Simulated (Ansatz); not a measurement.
silylphosphine (H$_{5}$PSi), singlet, geometry from GFN2-xTB; B97M-V/6-31G** (Ansatz, a program for electronic structure).

Here is a job for Ansatz.
Ansatz 0.2 input:
```yaml
crystal:
  periodic: [false, false, false]
  atoms:
    - {symbol: Si, position_ang: [-1.05846784, 0.09179922, 0.22155758]}
    - {symbol: P, position_ang: [1.09953350, -0.07240592, -0.33991659]}
    - {symbol: H, position_ang: [-1.78374110, -0.88506019, -0.58934952]}
    - {symbol: H, position_ang: [-1.47836332, 1.45493704, -0.09998404]}
    - {symbol: H, position_ang: [-1.30634760, -0.17269873, 1.64099048]}
    - {symbol: H, position_ang: [1.32050240, -1.26744102, 0.31993206]}
    - {symbol: H, position_ang: [1.57349692, 0.67116259, 0.72535376]}
basis:
  gaussian:
    orbitals: 6-31G__.json
hamiltonian:
  xc: {name: B97M-V}
accuracy: high
```
The basis file holds 6-31G** in the JSON format of the Basis Set Exchange.

Output, abridged:

```
Functional definition: B97M-V
1375 factors; integrals over basis functions are off by at most 4.1e-9 eV
mean field evaluation 1: about -17241.7670 eV, gradient 1.3e1 eV
mean field evaluation 2: about -17242.1053 eV, gradient 9.2e0 eV
mean field evaluation 4: about -17242.3938 eV, gradient 3.7e-1 eV
mean field evaluation 8: about -17242.3880 eV, gradient 2.8e-2 eV
mean field evaluation 16: about -17242.3880 eV, gradient 1.2e-6 eV
mean field -17242.38799326 eV, -633.6460714419 hartree, gradient 5.3e-8 eV, S^2 0.000000; 0 other end points of the search recorded, 0 dependent functions left out
reference -17242.38799835 eV, -633.6460716288 hartree; 17, 17 occupied and 46, 46 virtual orbitals, 1375 factors
Total energy: -17242.38799835 eV, -633.6460716288 hartree
```
